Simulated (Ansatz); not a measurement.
`[OH][GeH2][S]S` at its PBE0-D4/def2-TZVP geometry, where that method's forces vanish. The species carries charge 0 and has multiplicity 1.

```xyz
8

O     1.4114   -0.8001   -0.2023
Ge    0.0662   -0.0469   -1.0796
S    -1.7890   -0.1412    0.1626
S    -1.0476    0.8822    1.7918
H     1.7023   -0.2478    0.5283
H    -0.1529   -0.8998   -2.3333
H     0.3918    1.4315   -1.3470
H    -0.5823   -0.1779    2.4794
```

Task: What forces (eV/Å) does B3LYP-D4/def2-TZVPP give on these atoms in Ansatz? (Estimate.)

Result: Ansatz gave: 
```
O1   0.205 -0.096  0.138
Ge2 -0.068  0.105 -0.347
S3  -0.330 -0.182 -0.193
S4   0.103  0.174  0.369
H5   0.056 -0.023  0.038
H6   0.012 -0.006 -0.016
H7   0.010  0.003 -0.010
H8   0.012  0.024  0.020
```

B3LYP here is the variant with VWN-RPA as its local correlation; programs differ in this.
